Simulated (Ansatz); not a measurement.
Mulliken charges of C4H2F2Hf (`C#[C][Hf]([F])([F])[C]#C`) from ωB97M-V/def2-TZVPP in Ansatz (PBE0-D4/def2-TZVP geometry).

| atom | x (Å) | y (Å) | z (Å) | charge (e) |
| --- | --- | --- | --- | --- |
| C1 | -0.265 | -2.689 | -1.060 | -0.245 |
| C2 | -0.497 | -1.638 | -0.498 | -0.248 |
| Hf3 | -0.893 | 0.250 | 0.500 | 1.147 |
| F4 | -1.234 | -0.070 | 2.333 | -0.302 |
| F5 | -2.388 | 1.083 | -0.303 | -0.302 |
| C6 | 0.842 | 1.541 | 0.306 | -0.248 |
| C7 | 1.818 | 2.255 | 0.191 | -0.245 |
| H8 | -0.059 | -3.612 | -1.555 | 0.223 |
| H9 | 2.677 | 2.880 | 0.088 | 0.223 |

By hand: the dipole of these point charges (1 e Å = 4.8032 D).

Σ q r = (0.187, -0.052, -0.106) e Å, of length 0.221 e Å = 1.06 D.

How does the dipole of the full density compare? (An estimate is asked.)

The calculation gave: (0.295, -0.082, -0.165) e Å, 1.67 D; the point charges give 0.63 times that, at 0° from its direction.

Point charges leave out the atoms' own dipoles, such as those of lone pairs, and Mulliken's split depends on the basis, so the two needn't agree.
